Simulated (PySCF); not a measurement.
Mean polarisability (bohr³) of eight silicon and germanium compounds: PBE beside ωB97X, computed with PySCF for isolated molecules in the bases named; differences from unrounded values. The eight are the first of their class met in an unordered collection, after screening for sound electronic states; none was chosen by its value. Each molecule has one DFT geometry for both levels.

```json
[
 {"molecule": "Si(H)(F)(Br)(vinyl) (C2H4BrFSi), SMILES [SiH](Br)(C=C)F", "basis": "def2-TZVP", "ωB97X": "66.1", "PBE": "69.3", "difference": "3.2"},
 {"molecule": "F4H2OSi2, SMILES F[SiH2]O[Si](F)(F)F", "basis": "def2-TZVP", "ωB97X": "44.8", "PBE": "47.7", "difference": "2.9"},
 {"molecule": "Si(Cl)(H)2(NHMe) (CH₆ClNSi), SMILES CN[SiH2]Cl", "basis": "def2-TZVP", "ωB97X": "56.3", "PBE": "59.5", "difference": "3.1"},
 {"molecule": "Si(F)2(NH2)2 (F2H4N2Si), SMILES N[Si](N)(F)F", "basis": "def2-TZVP", "ωB97X": "35.8", "PBE": "38.1", "difference": "2.3"},
 {"molecule": "C2H8O2Si, SMILES [Si@@H](C)(O)CO", "basis": "def2-TZVP", "ωB97X": "56.9", "PBE": "60.3", "difference": "3.4"},
 {"molecule": "Si(H)(Me)(OH)(NH2) (CH7NOSi), SMILES C[SiH](N)O", "basis": "def2-TZVP", "ωB97X": "48.5", "PBE": "51.5", "difference": "2.9"},
 {"molecule": "Cl3H3OSi2, SMILES O([SiH2]Cl)[SiH](Cl)Cl", "basis": "def2-TZVP", "ωB97X": "81.5", "PBE": "86.3", "difference": "4.8"},
 {"molecule": "Si(F)2(vinyl)(OH) (C₂H₄F₂OSi), SMILES C=C[Si](O)(F)F", "basis": "def2-TZVP", "ωB97X": "47.2", "PBE": "49.4", "difference": "2.2"}
]
```

PBE lies below ωB97X in 0 and above it in 8 of the eight; the mean signed difference is 3.1 and the largest 4.8 bohr³.
